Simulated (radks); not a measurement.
All-electron atom: Os4+ in [Xe] 4f14 5d4. All-electron calculation, Dirac Kohn-Sham, PBEsol, spin-unpolarised, spherical densities, point nucleus; open shells fill j = l - 1/2 first. Program: a radial shooting solver on a logarithmic mesh with Libxc functionals.

Normalised radial functions P(r) = r R(r) (large component), r in bohr:

```
   r/bohr * 5s1/2, o 5p1/2, + 5d3/2 (the largest magnitude, 1.19, reaches the edge; | marks zero, & curves that meet)
  0.00117                             & *
 0.001351                             & *
  0.00156                             & *
 0.001787                             & *
 0.002064                             &  *
 0.002384                             &  *
 0.002753                             +o *
 0.003154                             +o *
 0.003642                             +o  *
 0.004207                             +o  *
 0.004858                             +o  *
 0.005566                             +o  *
 0.006428                             +o   *
 0.007423                             + o  *
 0.008573                             + o  *
 0.009822                             + o *
  0.01134                             +  o*
   0.0131                             +  &
  0.01513                             +  *o
  0.01747                             + *  o
  0.02002                             &    o
  0.02312                            *|+    o
   0.0267                          *  |+    o
  0.03083                         *   |+    o
  0.03533                        *    | +   o
   0.0408                      *      | +   o
  0.04712                      *      |  + o
  0.05441                      *      |  +o
  0.06234                       *     | o +
    0.072                          *  o    +
  0.08315                          o  *     +
  0.09603                       o     |  *  +
     0.11                     o       |     +*
   0.1271                    o        |     +  *
   0.1467                    o        |    +    *
   0.1695                       o     |  +     *
   0.1942                          o  |+   *
   0.2242                           +*|  o
    0.259                     * +     |       o
   0.2991                *    +       |           o
   0.3454              *    +         |             o
   0.3957                *   +        |           o
    0.457                     +*      |      o
   0.5278                         +  o| *
   0.6095                   o         |+          *
   0.6983            o                |     +             *
   0.8064      o                      |           +             *
   0.9314    o                        |               +          *
    1.076    o                        |                  +     *
    1.232       o                     |                   &
    1.423            o                |              *    +
    1.644                 o           |         *       +
    1.898                     o       |    *         +
    2.175                         o   |  *        +
    2.511                           o |*      +
      2.9                            o*    +
     3.35                             &  +
    3.838                             & +
    4.432                             &+
    5.119                             &
```

5s1/2: eigenvalue -136.32 eV, 4 radial nodes at r = 0.0210, 0.0841, 0.218, 0.510 bohr, <r> = 1.00 bohr, 90 % of the charge inside 1.43 bohr. 5p1/2: eigenvalue -104.40 eV, 3 radial nodes at r = 0.0708, 0.210, 0.520 bohr, <r> = 1.09 bohr, 90 % of the charge inside 1.57 bohr. 5d3/2: eigenvalue -48.662 eV, 2 radial nodes at r = 0.201, 0.592 bohr, <r> = 1.52 bohr, 90 % of the charge inside 2.27 bohr.
